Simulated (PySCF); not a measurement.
A GIAO shielding run with PySCF 2.14.0 with density-fitted response routines (density fitting, non-relativistic, gas phase) on `[SiH3]C[C@H]1OCC(=C)[SiH2]C1`, C6H14OSi2:

```
$ OMP_NUM_THREADS=1 python probes_run.py task.json out

{"job": {"kind": "nmr", "xc": "PBE0", "basis": "pcSseg-1"}, "charge": 0, "multiplicity": 1}
C      3.231683     0.417266     0.856775
C      2.099308     0.272477     0.184699
C      0.894509     1.124410     0.492411
O     -0.289969     0.381195     0.651055
C     -0.820095    -0.205006    -0.528778
C     -2.275603    -0.489317    -0.191808
Si    -2.827441     0.864695     1.028497
C     -0.031217    -1.443817    -0.953759
Si     1.803390    -0.996740    -1.180855
H      4.096031    -0.186588     0.637067
H      3.347163     1.146312     1.645514
H      0.761421     1.862267    -0.318856
H      1.025982     1.665410     1.434670
H     -0.777313     0.545108    -1.338099
H     -2.877268    -0.516583    -1.098499
H     -2.359473    -1.468786     0.278886
H     -2.327099     0.622197     2.375651
H     -2.444138     2.183848     0.523574
H     -4.298589     0.815462     1.065276
H     -0.144095    -2.199798    -0.174116
H     -0.474188    -1.850622    -1.862952
H      2.680482    -2.158211    -1.024545
H      2.001765    -0.358195    -2.491728
```

Hardware: 1 thread of an Arm Neoverse N1, shared host. The job also computes population analyses, field gradients, ring-centre shieldings.

Question: How large is the calculation?

Answer: 86 electrons, 237 basis functions and 1273 auxiliary functions.

Question: How long does it take, and how much memory does it need?

Answer: 110 s of wall time, with 14 SCF cycles and 4 response iterations; peak memory 1.1 GiB. Times on a shared host scatter by some tens of per cent.
